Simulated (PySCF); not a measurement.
**XPS shifts beside NMR shieldings**

Compound: C₅H₈OSi.
Cartesian coordinates in Å at the PBE0-D3(BJ)/def2-SVP level; atoms count from 1:
```
atom  x, y, z in Å
C1    -2.1018    0.6937    0.8131
C2    -2.5359    0.3786   -0.4100
O3    -1.9756   -0.4952   -1.2704
Si4   -0.6788   -1.5230   -0.9693
C5     0.8560   -0.5923   -0.6567
C6     1.8808    0.0288   -0.4303
C7     3.0970    0.7722   -0.1652
H8    -1.1942    0.2663    1.2481
H9    -2.6594    1.4195    1.4061
H10   -3.4376    0.8362   -0.8324
H11   -0.5538   -2.3343   -2.2054
H12   -0.9902   -2.3733    0.2152
H13    3.9162    0.0951    0.1227
H14    3.4173    1.3344   -1.0561
H15    2.9465    1.4913    0.6550
```

Binding energies: delta-SCF UKS SCAN, pcX-2 on the ionised atom, pcseg-1 elsewhere, spin-free X2C (PySCF 2.14.0). Shieldings: GIAO PBE0/pcSseg-1, non-relativistic, same geometry.

| atom | C 1s (eV) |
| --- | --- |
| C1 | 289.80 |
| C2 | 292.06 |
| C5 | 289.73 |
| C6 | 290.61 |
| C7 | 291.86 |

**Question.** What are the absolute isotropic shieldings of these atoms?

**Answer.** 
```csv
atom,environment,C 1s (eV),isotropic shielding (ppm)
C5,alkyne carbon,289.73,102.7
C1,terminal =CH2 carbon,289.80,88.3
C6,alkyne carbon,290.61,68.4
C7,propargylic carbon,291.86,178.6
C2,vinylic carbon bearing oxygen,292.06,26.9
```

**Question.** Among the listed atoms, is the one with the highest binding energy also the least shielded?

**Answer.** Yes: C2 has both (292.06 eV, 26.9 ppm).

By binding energy: C5 < C1 < C6 < C7 < C2. By shielding: C2 < C6 < C1 < C5 < C7.

The unrestricted hole states depart most from a pure doublet (⟨S²⟩ = 0.75; over 0.85 named) for C 1s of C6 (0.87), which makes this value less certain. Isolated species at its PBE0-D3(BJ)/def2-SVP geometry (one conformer only).
